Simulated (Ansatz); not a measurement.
Molecule: H$_{4}$SiNO$_{3}$, charge 0, multiplicity 2. SMILES: O[Si](O)([NH])O
Geometry: optimised at B3LYP-D3(BJ)/def2-TZVP (Ansatz, a program for electronic structure).

Wanted: atomisation energy, in kcal/mol. Terms: atomisation electronic, to ground-state atoms; spin-orbit terms left out; no dispersion term unless named; frozen cores in correlated levels; UHF or UKS for open shells; 6-31G* and kin with 6d, 5d where marked; non-relativistic. CBS(X,Y): correlation extrapolated as X^-3; Hartree-Fock from the larger set. First-principles rows: single points at B3LYP-D3(BJ) geometries (Ansatz).

```tsv
species	coefficient	E at B3LYP/6-31G* (Ansatz), Eh	E at wB97X-V/def2-TZVPD (Ansatz), Eh
[NH][Si](O)(O)O	-1	-572.39999	-572.44049
H atom	+4	-0.50027	-0.50049
N atom	+1	-54.58449	-54.58636
O atom	+3	-75.06062	-75.06921
Si atom	+1	-289.37173	-289.31750
```

Coupled cluster (Ansatz) is a level with limits of its own, used here on species with T1 under 0.025 (0.045 for open shells) and stable references: CCSD(T)/CBS(cc-pV(T+d)Z,cc-pV(Q+d)Z). Value to compare with, CCSD(T)/CBS(cc-pV(T+d)Z,cc-pV(Q+d)Z) (Ansatz): 837.6 kcal/mol. 1 Eh = 627.5095 kcal/mol.

Q: Work the quantity out at each level, and compare with CCSD(T)/CBS(cc-pV(T+d)Z,cc-pV(Q+d)Z) (Ansatz).

A: 
- B3LYP/6-31G*: the sum of coefficient times E is 1.26083 Eh, or 791.18 kcal/mol. Result: 791.2 kcal/mol. Its difference against CCSD(T)/CBS(cc-pV(T+d)Z,cc-pV(Q+d)Z) (Ansatz) is -46.4 kcal/mol.
- wB97X-V/def2-TZVPD: the sum of coefficient times E is 1.32704 Eh, or 832.73 kcal/mol. Result: 832.7 kcal/mol. Its difference against CCSD(T)/CBS(cc-pV(T+d)Z,cc-pV(Q+d)Z) (Ansatz) is -4.9 kcal/mol.
